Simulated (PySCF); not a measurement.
An unknown is described by computed data only.

Formula: C14H12.

- 13C NMR: chemical shifts (computed TMS as zero) by class: 154.5 (2 C), 145.6 (2 C), 132.5 (2 C), 132.4 (2 C), 129.2 (2 C), 125.0 (2 C), 45.0 (1 C), 19.8 (1 C) ppm [GIAO PBE0/pcSseg-1]
- Rotational structure: rotational constants A, B, C: 1.395, 0.576, 0.419 GHz [PBE0-D3(BJ)/def2-SVP]
- Dipole: 0.58 D [wB97X-D/def2-SVPD]
- UV, strongest line: among the 10 lowest singlet transitions: S6 at 6.49 eV (191 nm, f = 0.930) [TDDFT wB97X-D/def2-SVPD]
- 1H NMR: chemical shifts (computed TMS as zero) by class: 7.98 (2 H), 7.60 (2 H), 7.51 (2 H), 7.43 (2 H), 3.80 (1 H), 1.39 (3 H) ppm [GIAO PBE0/pcSseg-1]
- Couplings: largest of the computed one-bond spin–spin couplings (means over like bonds): 13C–1H +166.3 (×2), 13C–1H +166.1 (×2), 13C–1H +165.0 (×2), 13C–1H +163.7 (×2), 13C–1H +135.1 (×3), 13C–1H +132.7 Hz [B3LYP/pcJ-1, spin–dipole term left out]
- Triplet: lowest triplet excitation (Tamm–Dancoff): 3.48 eV [TDA wB97X-D/def2-SVPD]

The electronic properties come from PySCF, for the isolated species, density fitting. Levels stand in brackets. NMR shifts are as computed; neighbouring signals can stand in another order in a measured spectrum. Geometry: PBE0-D3(BJ)/def2-SVP; no solvent, vibrations or thermal averaging. Each NMR value is the plain mean over a class of atoms that symmetry, rotation or inversion makes alike.

Question: What is the compound? Reason from the data.

Answer: Numbering: `[CH3:1][CH:2]1[c:3]2[cH:4][cH:5][cH:6][cH:7][c:8]2-[c:9]2[cH:10][cH:11][cH:12][cH:13][c:14]21`. Its formula, C14H12, gives 9 degrees of unsaturation: 3 rings and 6 π bonds in the structure found (Kekulé form). 14 carbons fall into 8 classes; from least to most shielded: substituted aromatic carbon [C3/C14] (154.5 ppm, 2 C), substituted aromatic carbon [C8/C9] (145.6 ppm, 2 C), aromatic CH carbon [C6/C11] (132.5 ppm, 2 C), aromatic CH carbon [C5/C12] (132.4 ppm, 2 C), aromatic CH carbon [C4/C13] (129.2 ppm, 2 C), aromatic CH carbon [C7/C10] (125.0 ppm, 2 C), benzylic-type carbon [C2] (45.0 ppm), methyl carbon [C1] (19.8 ppm). Hydrogen classes from least to most shielded: 2 H on 2 aromatic CH carbons, C7/C10 (7.98 ppm), 2 H on 2 aromatic CH carbons, C4/C13 (7.60 ppm), 2 H on 2 aromatic CH carbons, C6/C11 (7.51 ppm), 2 H on 2 aromatic CH carbons, C5/C12 (7.43 ppm), 1 H on a benzylic-type carbon, C2 (3.80 ppm), 3 H on a methyl carbon, C1 (1.39 ppm, a mean of values up to 1.1 ppm apart in this geometry). The couplings run between: +166.3 Hz, aromatic CH carbon [C5] and its hydrogen (with 1 like pair); +166.1 Hz, aromatic CH carbon [C6] and its hydrogen (with 1 like pair); +165.0 Hz, aromatic CH carbon [C7] and its hydrogen (with 1 like pair); +163.7 Hz, aromatic CH carbon [C4] and its hydrogen (with 1 like pair); +135.1 Hz, methyl carbon [C1] and its hydrogen (with 2 like pairs); +132.7 Hz, benzylic-type carbon [C2] and its hydrogen. The optimised geometry has point group Cs and is an asymmetric top. Structure: 9-methyl-9H-fluorene, `CC1c2ccccc2-c2ccccc21`. Computed isomers that give other values at the same levels: `C(=C\c1ccccc1)/c1ccccc1` (13C chemical shifts (computed TMS as zero) by class: 141.0 (2 C), 134.2 (4 C), 133.4 (2 C), 133.2 (2 C), 131.9 (4 C) ppm); `c1ccc2c(c1)Cc1ccccc1C2` (rotational constant A: 1.815 GHz; this holds for the one conformer computed). The assignments are read from this structure; whether some other isomer fits the data as well wasn't checked.
